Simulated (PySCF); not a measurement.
## What the low excited states add to the polarisability

Ta(NMe)(SMe)3, C₄H₁₂NS₃Ta (singlet state).
Bonds: Ta1–N2, Ta1–S7, Ta1–S12, Ta1–S17, N2–C3, S7–C8, S12–C13, S17–C18. Hydrogens: H4, H5, H6 on C3; H9, H10, H11 on C8; H14, H15, H16 on C13; H19, H20, H21 on C18.

Computed with TDDFT B3LYP/def2-SVPD, vertical, gas phase, core orbitals frozen in the response, def2 core potentials past Kr in PySCF 2.14.0, density-fitted response routines. Isolated species at its PBE0-D3(BJ)/def2-SVP geometry, gas phase. Spin–orbit coupling is left out.

Computed singlets:

| state | E (eV) | f |
| --- | --- | --- |
| S1 | 3.91 | 0.025 |
| S2 | 3.94 | 0.016 |
| S3 | 3.98 | 0.0082 |
| S4 | 4.23 | 0.0020 |
| S5 | 4.30 | 0.0070 |
| S6 | 4.32 | 0.013 |
| S7 | 4.37 | 0.013 |
| S8 | 4.54 | 0.032 |
| S9 | 4.55 | 0.039 |
| S10 | 4.70 | 0.0021 |

Build the mean polarisability up from these states and compare it with the full response value.

Each state adds f / ΔE² (ΔE in hartree, 27.2114 eV).

```csv
state,f/ΔE² (au),running sum (au),running share of α (%)
S1,1.19,1.19,0.7
S2,0.76,1.95,1.1
S3,0.38,2.34,1.3
S4,0.08,2.42,1.4
S5,0.28,2.70,1.5
S6,0.51,3.21,1.8
S7,0.50,3.71,2.1
S8,1.13,4.84,2.7
S9,1.41,6.25,3.5
S10,0.07,6.32,3.6
```

The full response gives 176.91 au (26.22 Å³), so 170.6 au comes from the higher roots of the same equations.

By how much does the contribution of these states grow at 1064 nm?

With ω = 0.0428 hartree each state's term in the mean polarisability goes from f / ΔE² to f / (ΔE² − ω²); the sum over all 10 states goes from 6.32 to 6.83 au, a rise of 0.52 au.

The largest single term belongs to S9, which also has the largest f.

Time: 3.0 min (grids of density and orbitals included); peak memory 1.5 GiB. Hardware: one thread, Arm Neoverse V1 (aarch64), no GPU, shared host with 32 logical CPUs at a one-minute load of 13.
